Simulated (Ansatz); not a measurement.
`[AlH2][S][SnH3]` + `N[SiH2][GeH3]` → `[AlH2][NH][SiH2][GeH3]` + `[SH][SnH3]` at 500 K and 1 bar (ligand exchange at the Al–S bond).

Calculated with Ansatz (gas phase, PBE0-D4/def2-TZVP geometries, no zero-point term in ΔE). CCSD(T)/CBS is the MP2 limit (def2-TZVPP, def2-QZVPP) plus CCSD(T) − MP2 in def2-TZVPP, frozen cores. Elements past krypton have def2 core potentials. For Ge, Sn outer-core shells are correlated without core-valence functions, which leaves a few kJ/mol of doubt a bond. Scalar relativity is left out up to krypton. One conformer a species, not always the lowest.

```json
{"species": "`[AlH2][S][SnH3]`", "CCSD(T)/CBS energy (Eh)": "-856.85532", "H − E (kJ/mol)": "139.0", "S (J/(mol·K))": "415.5"}
{"species": "`N[SiH2][GeH3]`", "CCSD(T)/CBS energy (Eh)": "-2424.12162", "H − E (kJ/mol)": "219.2", "S (J/(mol·K))": "403.7"}
{"species": "`[AlH2][NH][SiH2][GeH3]`", "CCSD(T)/CBS energy (Eh)": "-2666.76326", "H − E (kJ/mol)": "242.4", "S (J/(mol·K))": "472.0"}
{"species": "`[SH][SnH3]`", "CCSD(T)/CBS energy (Eh)": "-614.20548", "H − E (kJ/mol)": "108.5", "S (J/(mol·K))": "344.0"}
```

H − E and S are ideal-gas, rigid-rotor, harmonic terms from PBE0-D4/def2-TZVP, for one conformer and one mirror image of each species. 1 Eh = 2625.50 kJ/mol, R = 8.31446 J/(mol·K).

Problem. By hand: ΔE, ΔH, ΔS and ΔG.

Solution. ΔE = (-2666.76326) + (-614.20548) − (-856.85532) − (-2424.12162) = 0.00820 Eh = 21.5 kJ/mol. Δ(H − E) = 242.4 + 108.5 − 139.0 − 219.2 = -7.3, so ΔH = 14.2 kJ/mol. ΔS = 472.0 + 344.0 − 415.5 − 403.7 = -3.2 J/(mol·K). ΔG = 14.2 − 500 × (-3.2)/1000 = 15.8 kJ/mol.

Problem. By hand: the equilibrium constant, and the temperature at which ΔG would vanish if ΔH and ΔS stayed fixed.

Solution. log₁₀ K = −ΔG/(RT ln 10) = -1.7. ΔH and −TΔS have one sign here, so there is no such temperature.

The number of gas molecules stays the same, so ΔS is small and ΔH decides. A doubt of 5 kJ/mol in ΔE shifts log₁₀ K by 0.5 here. Other conformers and mirror images would add mixing entropy, several J/(mol·K) or more a flexible species. Modes under 60 cm⁻¹, often nearly free rotors, make the harmonic entropy too high. These are equilibria of isolated gas molecules and say nothing of rates. Largest T1 diagnostic: 0.013 (customary marks: 0.02 for closed shells, 0.045 for open ones).

ΔS is within the doubt of such terms, so its sign, and with it that verdict, could turn.
